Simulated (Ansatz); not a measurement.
Molecule: trihydroxysilane, sum formula H4SiO3 (charge 0, singlet). 
Coordinates optimised at B3LYP-D3(BJ)/def2-TZVP (Ansatz, a first-principles code):
```
Si
O 1 1.6348
H 2 0.9613 1 118.21
O 1 1.6377 2 109.17 3 -45.13
H 4 0.9606 1 117.30 2 147.31
O 1 1.6461 2 114.29 3 72.17
H 6 0.9602 1 118.55 2 65.02
H 1 1.4697 2 104.44 3 -166.65
```

Total electronic energies in hartree. Correlated levels leave the core frozen unless marked. No spin-orbit coupling. Non-relativistic. CBS marks a two-point X^-3 extrapolation of the correlation energy; Hartree-Fock from the larger set.

```csv
level,program,energy (Eh)
HF/aug-cc-pV(D+d)Z,Ansatz,-516.05158
HF/cc-pV(Q+d)Z,Ansatz,-516.15557
r2SCAN-D4/def2-TZVPD,Ansatz + dftd4,-517.71215
PBE0/def2-TZVP,Ansatz,-517.47722
r2SCANh-D4/def2-TZVPD,Ansatz + dftd4,-517.69687
MP2/6-31G,Ansatz,-516.22227
MP2/cc-pV(Q+d)Z,Ansatz,-517.07056
SCS-MP2/cc-pV(D+d)Z,Ansatz,-516.65945
"CCSD(T)/CBS(aug-cc-pV(T+d)Z,aug-cc-pV(Q+d)Z)",Ansatz,-517.1597
```

Totals of different functionals don't rank their quality; only differences between species are comparable.
